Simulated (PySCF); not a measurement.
Constitutional and geometric isomers with formula C2H5N. Gas-phase values, no solvent. One relaxed conformer stands for each flexible species; it need not be the lowest. Strings in code marks are SMILES.

These are PBE-D3(BJ)/def2-TZVP // PBE0-D3(BJ)/def2-TZVP (PySCF) values and carry that method's errors. All candidates: neutral, multiplicity 1. Delta-SCF ions had no search for a lower state. Excitations are Tamm–Dancoff values on a coarser integration grid. The basis has no diffuse functions, so Rydberg states are missing or too high.

```
Property                                 Result
--------------------------------------  -------
vertical ionisation energy (Delta-SCF)  8.32 eV
HOMO–LUMO gap                           4.88 eV
T1 excitation (TDA)                     4.13 eV
```

**Question.** Identify which member has these values.
A. `[H]/N=C/C`
B. `C=CN`
C. `C=NC`

**Answer.** B, `C=CN`. The others give `C=NC`: 9.66 eV, 4.45 eV, 3.99 eV; `[H]/N=C/C`: 9.95 eV, 4.89 eV, 4.42 eV
